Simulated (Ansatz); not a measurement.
Reaction (redistribution): `O[CH2][SnH3]` + `OCO[SiH2]O` → `O[CH2][SnH2][OH]` + `OCO[SiH3]`

Computed with Ansatz on PBE0-D4/def2-TZVP structures; ΔE is electronic, products minus reactants. CCSD(T)/CBS adds triple-zeta CCSD(T) − MP2 to the extrapolated MP2 energy (def2 sets, frozen cores). Functionals use def2-TZVPP. def2 core potentials past Kr. For Sn outer-core shells are correlated without core-valence functions, which leaves a few kJ/mol of doubt a bond. Each species was taken in one conformer, which may not be the lowest.

Q: Is it downhill or uphill in electronic energy at CCSD(T)/CBS, and by how much? (An estimate is asked.)

A: The calculation gave: Uphill: ΔE = +1.00 eV.

Q: What do these levels give: PBE-D4, r2SCAN-D4, ωB97M-V, PBE, MP2/def2-TZVPP, SCS-MP2/def2-QZVPP? (An estimate is asked.)

A: Computed: PBE-D4 1.02, r2SCAN-D4 1.08, ωB97M-V 1.08, PBE 1.00, MP2/def2-TZVPP 1.06, SCS-MP2/def2-QZVPP 0.97 eV.

Largest T1 diagnostic among the species: 0.012.

From PBE to PBE0 (25 % exact exchange), in def2-TZVPP and without D4, ΔE moves by +0.04 eV. In def2-TZVPP, CCSD(T) changes the Hartree–Fock value by +0.05 eV (the triples alone add +0.00 eV) and MP2 by +0.04 eV.
